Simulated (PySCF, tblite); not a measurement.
One entry of a table of gas-phase calculations, keyed by method. Lists by class give the value and the number of equivalent atoms.

```json
{
 "formula": "C8H11ClSi",
 "smiles": "CC#CC1=CC[Si@H](Cl)CC1",
 "inchi": "InChI=1S/C8H11ClSi/c1-2-3-8-4-6-10(9)7-5-8/h4,10H,5-7H2,1H3/t10-/m0/s1",
 "charge": 0,
 "multiplicity": 1,
 "geometry_level": "GFN2-xTB",
 "atoms_angstrom": [
  ["C", -4.225, 0.395, -0.416],
  ["C", -2.807, 0.292, -0.154],
  ["C", -1.629, 0.192, 0.069],
  ["C", -0.237, 0.115, 0.303],
  ["C", 0.282, -0.796, 1.133],
  ["C", 1.747, -0.885, 1.404],
  ["Si", 2.696, -0.838, -0.251],
  ["Cl", 4.577, -0.137, 0.044],
  ["C", 1.671, 0.37, -1.309],
  ["C", 0.635, 1.096, -0.436],
  ["H", -4.497, -0.25, -1.253],
  ["H", -4.486, 1.424, -0.665],
  ["H", -4.793, 0.089, 0.462],
  ["H", -0.37, -1.5, 1.629],
  ["H", 2.055, -0.025, 2.007],
  ["H", 1.968, -1.775, 1.991],
  ["H", 2.791, -2.163, -0.865],
  ["H", 2.298, 1.111, -1.808],
  ["H", 1.143, -0.172, -2.094],
  ["H", 0.014, 1.745, -1.058],
  ["H", 1.158, 1.728, 0.288]
 ],
 "electronic_structure_code": "PySCF",
 "results": {
  "GFN2-xTB geometry": {
   "point_group": "C1",
   "rotational_constants_GHz": [3.311, 0.388, 0.365]
  },
  "PBE0/pcSseg-1 ground state and GIAO shieldings, non-relativistic": {
   "dipole_D": 2.11,
   "homo_eV": -6.37,
   "lumo_eV": -0.61,
   "shift_vs_computed_TMS_C_by_class_ppm": [
    [138.1, 1],
    [135.4, 1],
    [95.1, 1],
    [88.4, 1],
    [31.4, 1],
    [20.6, 1],
    [17.2, 1],
    [5.8, 1]
   ],
   "shift_vs_computed_TMS_H_by_class_ppm": [
    [6.33, 1],
    [5.03, 1],
    [2.61, 1],
    [2.28, 1],
    [2.2, 1],
    [2.17, 3],
    [1.69, 1],
    [1.0, 1],
    [0.94, 1]
   ],
   "shielding_other_nuclei_by_class_ppm": [
    ["Si", 345.7, 1],
    ["Cl", 973.4, 1]
   ],
   "charges_hirshfeld_e_by_atom": [-0.1, -0.05, -0.07, 0.0, -0.04, -0.16, 0.37, -0.13, -0.16, -0.06, 0.06, 0.06, 0.06, 0.05, 0.04, 0.05, -0.08, 0.04, 0.04, 0.04, 0.04]
  },
  "GFN2-xTB harmonic vibrations, gas phase": {
   "strongest_ir_bands_cm-1_km_per_mol_modes": [
    [613.0, 79.6, 1],
    [634.0, 140.9, 1],
    [704.8, 129.4, 1],
    [785.7, 121.7, 1],
    [2245.2, 255.8, 1],
    [3005.0, 73.3, 2]
   ],
   "zpe_kcal_per_mol": 101.3
  }
 }
}
```

In atomic units the dipole is 0.83 e·bohr (1 au = 2.5417 D). The rotational constants make it an asymmetric top with κ = (2B − A − C)/(A − C) = -0.98, nearer the prolate limit (−1). With B = h/(8π²I), that is 505.379 GHz u Å² over I, the principal moments of inertia are 152.7, 1301.5 and 1384.0 u Å² (most abundant isotopes). The zero-point energy, half the sum of the 57 harmonic wavenumbers, equals 35440 cm⁻¹ or 424 kJ/mol. A dipole of 2.11 D is allowed in C1, and pure rotational transitions are dipole-allowed.

One conformer stands for the species.
